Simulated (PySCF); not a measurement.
Molecule: sum formula HSiO3, net charge 0, doublet state. It need not be the lowest isomer of its formula. SMILES: [O][Si](=O)O
Geometry from a B3LYP-D3(BJ)/def2-TZVP (Ansatz) optimisation:
```xyz
5

Si     0.0480     0.0224    -0.0004
O      0.1413     1.5742     0.0029
O      1.3847    -0.7892    -0.0149
O     -1.3382    -0.7859     0.0103
H     -2.1736    -0.3058     0.0193
```
Charge 0, spin multiplicity 2.

Dispersion corrections to the total energy (kcal/mol) from the dftd3 and dftd4 libraries through PySCF: D3(BJ) without and D4 with the three-body term, each with the damping fitted for the functional named.

```tsv
functional	D3(BJ)	D4
B2GP-PLYP	-1.49	-0.86
BP86	-3.12	-2.77
BLYP	-4.17	…
r2SCAN	…	-0.47
PBE	-1.86	…
TPSS	-2.37	-2.84
revPBE	-4.73	-6.67
```

What belongs in the gaps?


- BLYP, D4: -4.76
- r2SCAN, D3(BJ): -0.48
- PBE, D4: -2.10
